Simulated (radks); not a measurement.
B III, 3 electrons, occupied as [He] 2s1. Method: non-relativistic Kohn-Sham, r2SCAN, spin-polarised, spherical densities, point nucleus; open shells are filled with parallel spins first; meta-GGA in the generalised Kohn-Sham scheme; hard spherical wall at 15 bohr; computed with a radial shooting solver on a logarithmic mesh with Libxc functionals.

Unscreened Slater integrals over Kohn-Sham orbitals (eV). They are taken over the spin-up orbitals. Empty in this configuration: 2p.

| integral | value |
|---|---|
| F0(2s,2s) | 15.097 |
| F0(2s,1s) | 20.998 |
| G0(2s,1s) | 1.6796 |
| F0(2s,2p) | 15.218 |
| G1(2s,2p) | 9.5254 |
| F0(1s,1s) | 78.678 |
| F0(1s,2p) | 21.239 |
| G1(1s,2p) | 2.3453 |
| F0(2p,2p) | 15.454 |
| F2(2p,2p) | 7.3887 |
